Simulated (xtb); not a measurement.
xtb input:

```bash
xtb mol.xyz --gfn 1 --opt tight --chrg 0 --uhf 0
```
mol.xyz:
```
5

C     -0.55605097     0.18033122     0.03102555
N      0.60071743    -0.32134114    -0.04481058
H     -1.42101256    -0.48252082    -0.00491200
H     -0.76996694     1.24934935     0.13218350
H      1.32226330     0.40057215     0.00024922
```

**Question.** Which total energy does the run end on?

**Answer.** -6.88151 Eh (GFN1-xTB).
